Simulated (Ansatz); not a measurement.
```xyz
8

N     1.416   -0.389    0.310
Ta   -0.214    0.268    0.205
O    -0.440    1.085   -1.495
O    -1.463   -1.154    0.367
Cl   -0.520    1.822    1.905
H     2.352   -0.746    0.394
H     0.186    1.201   -2.210
H    -1.316   -2.087    0.524
```

Charge 0, multiplicity 1. Ta: def2 effective core potential.

List the ωB97M-V/def2-TZVPP orbital energies in eV (the Gaussian-basis code of Ansatz). (Estimate.)

Computed: Occupied: -2771.52, -526.54, -526.54, -394.01, -261.93, -199.36, -199.30, -199.29, -78.92, -44.77, -44.68, -44.54, -30.52, -30.29, -24.98, -24.14, -17.15, -17.14, -15.00, -13.56, -13.32, -13.22, -12.52, -12.17, -11.77, -11.40, -10.47, -10.22. Lowest empty: 1.13, 1.43, 1.64, 2.25, 2.40, 2.58, 3.31, 3.43.
